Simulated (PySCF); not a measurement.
C₂H₅NOSi, SMILES C#C[Si@H](N)O. Atoms are numbered in the order given.

```xyz
10

C      2.3956    -0.7499     0.5464
C      1.2234    -0.4500     0.4093
Si    -0.5504     0.0157     0.2202
N     -1.0309    -0.7002    -1.2695
O     -0.7612     1.6672     0.2230
H      3.4301    -1.0138     0.6715
H     -1.3145    -0.4142     1.4143
H     -0.4429    -1.3874    -1.7281
H     -2.0033    -0.7785    -1.5478
H     -0.3715     2.1367    -0.5252
```

Geometry optimised at B3LYP-D3(BJ)/def2-SVP. The structure was generated by enumeration; whether it is a known compound was not checked. One conformer was computed; it need not be the lowest.

Calculation: PySCF 2.14.0 with TDDFT-PBE/def2-SVPD.

Vertical excitations. Isolated molecule, no solvent.

Question: Estimate the UV-visible absorptions. (The exact figures need the calculation; the answer reports its results.)

Answer: 
```tsv
state	energy (eV)	λ (nm)	f	main pairs
S1	5.30	234	0.011	HOMO→LUMO 79 %, HOMO→LUMO+1 21 %
S2	5.43	228	0.023	HOMO→LUMO+1 78 %, HOMO→LUMO 20 %
S3	6.03	206	0.002	HOMO−2→LUMO 81 %, HOMO−1→LUMO+1 19 %
S4	6.17	201	0.006	HOMO−1→LUMO 55 %, HOMO−2→LUMO+1 40 %
S5	6.22	199	0.004	HOMO−1→LUMO+1 72 %, HOMO−2→LUMO 15 %
S6	6.28	197	0.035	HOMO→LUMO+2 86 %
S7	6.66	186	0.017	HOMO−3→LUMO 95 %
S8	6.83	182	0.045	HOMO−3→LUMO+1 66 %, HOMO−1→LUMO+2 11 %
S9	6.96	178	0.032	HOMO−1→LUMO+2 57 %, HOMO−3→LUMO+1 25 %
S10	6.98	178	0.007	HOMO→LUMO+3 89 %
T1	4.88	254	0	HOMO−1→LUMO 37 %, HOMO→LUMO 23 %, HOMO−2→LUMO+1 23 %, HOMO→LUMO+1 10 %
T2	5.06	245	0	HOMO→LUMO 72 %, HOMO−2→LUMO+1 12 %
T3	5.18	239	0	HOMO→LUMO+1 69 %, HOMO−1→LUMO 24 %
T4	5.40	230	0	HOMO−2→LUMO 41 %, HOMO−1→LUMO+1 34 %, HOMO−1→LUMO 9 %, HOMO−2→LUMO+1 7 %
```
Triplets are in the Tamm–Dancoff approximation, which puts them higher than full response would, so one can lie above its singlet here.
